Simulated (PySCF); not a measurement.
**Cost of response and excited-state runs on `CN(C)C=C=C=C[N+](C)(C)C`, [C₉H₁₇N₂]+, charge +1**

Cartesian coordinates in Å; atom numbers follow the order of the lines, from 1:
```xyz
28

C    -4.606    0.996    0.151
N    -3.373    0.300   -0.101
C    -3.489   -0.960   -0.788
C    -2.190    0.815    0.224
C    -0.995    0.250    0.009
C     0.124   -0.268   -0.161
C     1.307   -0.822   -0.372
N     2.565   -0.210    0.091
C     3.648   -0.584   -0.835
C     2.882   -0.710    1.445
C     2.438    1.257    0.126
H    -5.108    1.234   -0.790
H    -5.275    0.368    0.744
H    -4.422    1.921    0.693
H    -3.826   -0.807   -1.817
H    -2.525   -1.463   -0.802
H    -4.217   -1.594   -0.280
H    -2.207    1.782    0.713
H     1.418   -1.798   -0.809
H     4.583   -0.117   -0.531
H     3.399   -0.257   -1.844
H     3.780   -1.664   -0.840
H     2.078   -0.443    2.129
H     3.816   -0.279    1.803
H     2.974   -1.794    1.425
H     1.631    1.539    0.799
H     2.202    1.628   -0.870
H     3.368    1.707    0.469
```

Total charge +1.

PySCF with density fitting, on 1 thread of an Arm Neoverse V2, shared host. Command: `OMP_NUM_THREADS=1 python excited_run.py task.json out`

Problem. How long does this run take, and how much memory?
- excited states, BHandHLYP/def2-SVP; Tamm-Dancoff; spin-orbit couplings; 6 states; 5 triplets; quadratic response for 4 states

Solution. 
| run | level | basis functions | wall time | peak memory (GiB) |
| --- | --- | --- | --- | --- |
| excited states | BHandHLYP/def2-SVP | 239 | 100 s | 0.94 |

Times from a shared host are rough.
